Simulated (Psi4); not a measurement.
Noncovalent pair: HCl (SMILES Cl) (first 2 atoms) with H2Se (SMILES [SeH2]); geometry from B3LYP-D3(BJ)/def2-TZVP.
(charge 0, multiplicity 1):
| atom | x (Å) | y (Å) | z (Å) |
|---|---|---|---|
| Cl | 0.2739 | -0.6894 | -0.3934 |
| H | 0.1376 | -0.2267 | 0.8135 |
| Se | -0.0330 | 0.5516 | 3.1973 |
| H | 1.4028 | 0.2964 | 3.3895 |
| H | -0.3691 | -0.8133 | 3.6307 |

The numbers are results of SAPT0/aug-cc-pVDZ (Psi4), not measurements.

### Question
Give the four SAPT terms and the total, and say what mostly holds the pair together.

### Answer
electrostatics -24.4, exchange 36.3, induction -14.4, dispersion -11.7, total -14.2 kJ/mol; the largest attraction is electrostatics.
